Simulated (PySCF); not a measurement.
# Cr (chromium, neutral) across methods

[Ar] 3d4 4s2, high-spin 5D determinant (an excited configuration). Calculation: PySCF 2.14, in x2c-QZVPPall with one added diffuse shell each of s, p, d, f, g type (12s8p6d4f3g, 121 functions); scalar relativity by spin-free X2C-1e.

| method | E (hartree) | mean ε 3d α (eV) | mean ε 4s α (eV) | mean ε 4s β (eV) | Σ⟨r²⟩ (bohr²) | ⟨S²⟩ |
| --- | --- | --- | --- | --- | --- | --- |
| PBE | -1050.514 | -7.082 | -5.220 | -4.368 | 42.59 | 6.010 |
| PBE0 | -1050.537 | -9.224 | -5.865 | -5.012 | 42.73 | 6.009 |
| M06-2X | -1050.761 | -11.319 | -6.030 | -5.825 | 42.99 | 6.002 |
| r2SCAN | -1050.709 | -7.656 | -5.459 | -4.460 | 42.81 | 6.025 |
| r2SCANh | -1050.701 | -8.449 | -5.695 | -4.706 | 42.84 | 6.023 |
| LDA | -1048.433 | -7.239 | -5.408 | -4.537 | 42.17 | 6.009 |
| TPSS | -1050.768 | -7.151 | -5.262 | -4.333 | 42.66 | 6.011 |

(1) Estimate the same row for UHF.

Results:

(1) E (hartree) = -1049.64193; mean ε 3d α (eV) = -15.288; mean ε 4s α (eV) = -7.189; mean ε 4s β (eV) = -6.070; Σ⟨r²⟩ (bohr²) = 44.92; ⟨S²⟩ = 6.017.
